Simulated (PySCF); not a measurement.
Several species in one continuum solvent.

All values: PBE0/pcSseg-1 (PySCF, non-relativistic), each on one gas-phase PBE0-D3(BJ)/def2-SVP geometry that isn't relaxed in the solvent. The solvent is an IEF-PCM continuum (cavity from Bondi-type radii × 1.2). The model holds no explicit solvent molecules, cavitation or dispersion.

Question: Order them by E(solvent) − E(gas) in dichloromethane (ε = 8.93), most negative first (kJ/mol).
A. `[CH3:1][C:2](=[O:3])[c:4]1[cH:5][cH:6][c:7]([F:8])[cH:9][cH:10]1` with C1–C2–C4–C5 180°
B. `FC(F)=C(F)C(F)(F)F` (hexafluoropropylene)
C. `[CH3:1][CH2:2][CH2:3][c:4]1[cH:5][cH:6][o:7][cH:8]1` with C1–C2–C3–C4 -62°, C2–C3–C4–C5 -64°

Answer: A (-22.6), C (-11.3), B (-5.9).

| SMILES | charge | ΔE (kJ/mol) | polarisation term (kJ/mol) | HOMO shift (eV) | dipole gas (D) | dipole solvent (D) | atoms |
| --- | --- | --- | --- | --- | --- | --- | --- |
| CC(=O)c1ccc(F)cc1 | 0 | -22.6 | -26.2 | 0.00 | 2.47 | 3.33 | 17 |
| CCCc1ccoc1 | 0 | -11.3 | -12.4 | -0.03 | 0.88 | 1.15 | 18 |
| FC(F)=C(F)C(F)(F)F | 0 | -5.9 | -6.3 | +0.23 | 1.08 | 1.27 | 9 |

The polarisation term is half the interaction of the solute with the induced surface charges.
